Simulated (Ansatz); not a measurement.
Two isomers of C3H9NSi: A = `C=CN[SiH2]C`, B = `C=C([SiH3])NC`.

Gas-phase electronic energies from Ansatz, PBE0-D4/def2-TZVP geometries. CCSD(T)/CBS is the MP2 limit (def2-TZVPP, def2-QZVPP) plus CCSD(T) − MP2 in def2-TZVPP, frozen cores. DFT in def2-TZVPP. B3LYP here is the variant with VWN-RPA as its local correlation; programs differ in this. Each species was taken in one conformer, which may not be the lowest.

Problem. Which is lower in electronic energy at CCSD(T)/CBS, and by how much? (An estimate is asked.)

Solution. The calculation gave: A, by 131.9 kJ/mol.

Problem. Give E(B) − E(A) in kJ/mol with B3LYP, r2SCAN-D4, HF/def2-TZVPP, PBE0-D4, CCSD(T)/def2-TZVPP, PBE-D4, MP2/def2-TZVPP. (Estimate.)

Solution. Computed: B3LYP 132.6, r2SCAN-D4 130.9, HF/def2-TZVPP 141.1, PBE0-D4 125.4, CCSD(T)/def2-TZVPP 129.4, PBE-D4 119.8, MP2/def2-TZVPP 133.6. None reverses the order clearly.

Largest T1 diagnostic: 0.012.

From PBE to PBE0 (25 % exact exchange), in def2-TZVPP and without D4, E(B) − E(A) moves by +5.2 kJ/mol. The D4 term adds −4.7 kJ/mol with B3LYP and −2.5 kJ/mol with PBE0; it sums over pairs of atoms, weighted by their polarisabilities, and B3LYP, whose exchange is more repulsive, gets the larger term.
